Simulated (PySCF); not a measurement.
HO3S, charge -1. Atoms are numbered in the order given.

```xyz
5

O     -0.2799     1.3841     0.1904
S     -0.2254    -0.0245    -0.3669
O     -0.9489    -1.0020     0.5148
O      1.4693    -0.3744    -0.0445
H      1.6814     0.3300     0.5844
```
Charge -1, spin multiplicity 1.

Coordinates come from a PBE0-D3(BJ)/def2-SVPD optimisation. One conformer was computed; it need not be the lowest.

The numbers are results of SMD-PBE0/def2-SVPD (PySCF), not measurements.

Solvation free energies are E(SMD) − E(gas) at the gas-phase geometry, for 1 M in both phases.

```csv
solvent,ΔG(solv) (kcal/mol),its non-electrostatic (CDS) part
water,-66.7,0.4
methanol,-62.8,2.9
diethylether,-44.3,-3.3
```
